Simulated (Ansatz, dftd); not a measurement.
Reaction: H2GeOCl (SMILES [O][GeH2][Cl], doublet) → H2GeOCl (SMILES [GeH]([Cl])[OH], doublet)
Each species at its own B3LYP-D3(BJ)/def2-TZVP minimum (Ansatz, a program for electronic structure), one conformer.

Wanted: isomerisation energy (electronic), in kcal/mol. Radicals and triplets start from unrestricted determinants; spin-orbit coupling is neglected. Correlated methods leave the cores frozen (noble-gas shells, and filled d and f shells in the p block). No relativity. CBS(X,Y): correlation extrapolated as X^-3, Hartree-Fock from the larger set. A bracket is a step between two methods taken in the basis named. Double hybrids freeze cores in their MP2 part.

```tsv
level	program	isomerisation energy (kcal/mol)	difference against the last row
PBE-D3(BJ)/def2-TZVPD	Ansatz + dftd3	-39.6	-1.5
PBE0-D4/def2-TZVPD	Ansatz + dftd4	-36.3	1.8
wB97X-V/def2-TZVPD	Ansatz	-33.8	4.3
wB97M-V/def2-TZVPD	Ansatz	-36.9	1.2
B2PLYP/def2-TZVPD	Ansatz	-37.4	0.7
CCSD(T)/def2-SVP	Ansatz	-32.8	5.3
CCSD(T)/CBS(def2-TZVPP,def2-QZVPP)	Ansatz	-38.0	0.1
CCSDT(Q)/def2-SVP	Ansatz	-32.9	5.2
CCSD(T)/CBS(def2-TZVPP,def2-QZVPP) + [CCSDT(Q) - CCSD(T)]/def2-SVP	Ansatz	-38.1	0.0
```
